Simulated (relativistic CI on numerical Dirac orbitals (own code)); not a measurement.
# Main line and satellite in the 2p photoemission of Cu²⁺: a two-state model

Problem. An octahedral Cu²⁺ site (d9) has Δ = 1.7, V(eg) = 3.7, 10Dq = 1.45, 10Dq(ligand) = 0.4 and a core-hole attraction U_cd = 10.1 eV. Δ is defined between configuration averages. Find the d count, the distance of the satellite and its intensity.

Working.
1. The hole has eg symmetry. Its energy is −0.6 × 10Dq in d9 and Δ − 0.6 × 10Dq(ligand) in d10L, so the gap is Δ' = 2.33 eV.
2. Ground state cos θ |d9⟩ − sin θ |d10L⟩ with tan 2θ = 2V/Δ', θ = 36.3°: weights 0.650 and 0.350, n_d = 9.350.
3. The core hole pulls d10L down by U_cd: the gap becomes Δ' − U_cd = -7.77 eV, the hopping is V' = 3.70 eV, and tan 2θ' = 2V'/(Δ' − U_cd) gives θ' = 68.2°.
4. The two final states lie W = √[(Δ' − U_cd)² + 4V'²] = 10.73 eV apart. The lower, mostly d10L, is the main line.
5. In the sudden approximation the intensities are cos²(θ' − θ) and sin²(θ' − θ), so satellite/main = tan²(31.9°) = 0.39.

Check. The full cluster calculation (with spin-orbit coupling and 2p-3d multiplets, which spread the d9 satellite) gives n_d = 9.349; in its broadened 2p3/2 spectrum, cut halfway, the centroids lie 10.77 eV apart with an area ratio of 0.41.
